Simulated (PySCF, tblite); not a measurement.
Isomers of C10H6O, one GFN2-xTB conformer each. Single-point energies are computed at PBE0/pcSseg-1 (PySCF, gas phase, no added dispersion term), electronic only.

Question: Rank them by PBE0/pcSseg-1 energy, lowest first (kJ/mol).
A. `C#Cc1cccc2occc12`
B. `C#CC1=CC=C2C=COC2=C1`
C. `C#C/C=C\C#Cc1ccco1`

Answer: A (0.0), B (2.8), C (265.9).

As drawn, the highest has a C=C bond outside aromatic rings, which the lowest lacks. Neighbours under 10 kJ/mol apart (C#Cc1cccc2occc12 and C#Cc1ccc2ccoc2c1) can change places with a better method, another conformer or zero-point energy. GFN2-xTB itself gives, in the same order: 0.0, 1.0, 252.7. Both levels put the same isomer lowest; measured from each level's own lowest isomer, the values differ by up to 13.2 kJ/mol (C#C/C=C\C#Cc1ccco1: 252.7 against 265.9).

Which frontier levels, dipoles and rotational constants go with these structures?

```tsv
SMILES	HOMO (eV, PBE0/pcSseg-1)	LUMO (eV)	dipole (D)	A, B, C (MHz)
C#Cc1cccc2occc12	-6.50	-1.30	0.47	1852, 1143, 706.6
C#Cc1ccc2ccoc2c1	-6.44	-1.22	1.54	3352, 761.9, 620.8
C#C/C=C\C#Cc1ccco1	-6.08	-1.93	1.22	2984, 494.0, 423.8
```

What happens when harmonic zero-point energies from GFN2-xTB frequencies are added?

```tsv
SMILES	ZPE (kJ/mol)	electronic (kJ/mol)	with ZPE (kJ/mol)
C#Cc1cccc2occc12	321.6	0.0	0.0
C#Cc1ccc2ccoc2c1	321.4	2.8	2.6
C#C/C=C\C#Cc1ccco1	310.9	265.9	255.2
```

The zero-point energies span 10.7 kJ/mol. The order is unchanged.
